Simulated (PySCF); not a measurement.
Species: C4H4FOP.
Numbering: `[O:1]=[P@@H:2]1[CH:3]=[CH:4][C:5]([F:6])=[CH:7]1` (hydrogens: H8 on P2; H9 on C3; H10 on C4; H11 on C7)

Theory: PBE0/cc-pVDZ geometry optimisation, gas phase in PySCF.

Task: What internal coordinates does the optimisation give?

Result: 
| bond | length (Å) | order |
| --- | --- | --- |
| O1=P2 | 1.507 | double |
| P2–C3 | 1.828 | single |
| C3=C4 | 1.341 | double |
| C4–C5 | 1.474 | single |
| C5–F6 | 1.329 | single |
| C5=C7 | 1.340 | double |
| P2–C7 | 1.813 | single |
| P2–H8 | 1.436 | single |
| C3–H9 | 1.090 | single |
| C4–H10 | 1.092 | single |
| C7–H11 | 1.088 | single |

Orders are formal, as drawn. A selection of angles:
| angle | degrees |
| --- | --- |
| O1–P2–C3 | 120.5 |
| O1–P2–C7 | 121.3 |
| O1–P2–H8 | 115.4 |
| C3–P2–C7 | 92.6 |
| C3–P2–H8 | 100.9 |
| C7–P2–H8 | 101.9 |
| P2–C3–C4 | 108.9 |
| P2–C3–H9 | 125.1 |
| C4–C3–H9 | 126.0 |
| C3–C4–C5 | 113.7 |
| C3–C4–H10 | 126.1 |
| C5–C4–H10 | 120.2 |
| C4–C5–F6 | 117.1 |
| C4–C5–C7 | 117.5 |
| F6–C5–C7 | 125.4 |
| C5–C7–H11 | 126.2 |
| P2–C7–C5 | 107.2 |
| P2–C7–H11 | 126.5 |

Dihedral angles: O1–P2–C3–C4 -132° (anticlinal); P2–C3–C4–C5 2° (synperiplanar); C3–C4–C5–F6 180° (antiperiplanar); C4–C5–C7–P2 -2° (synperiplanar); O1–P2–C7–C5 131° (anticlinal).

P2 (phosphoryl phosphorus) has angles from 92.6° to 121.3°. The C–C distances run from 1.340 Å (C5=C7, drawn double) to 1.474 Å (C4–C5, drawn single), a spread of 0.134 Å. The 5-membered ring P2–C3–C4–C5–C7 has internal angles of 92.6° to 117.5° (sum 540°, against 540° for a flat polygon); it is almost planar, 0.01 Å rms from its mean plane, widest ring torsion 3°.

Point group: C1 (no symmetry element, even within 0.4 Å). No frequency check.
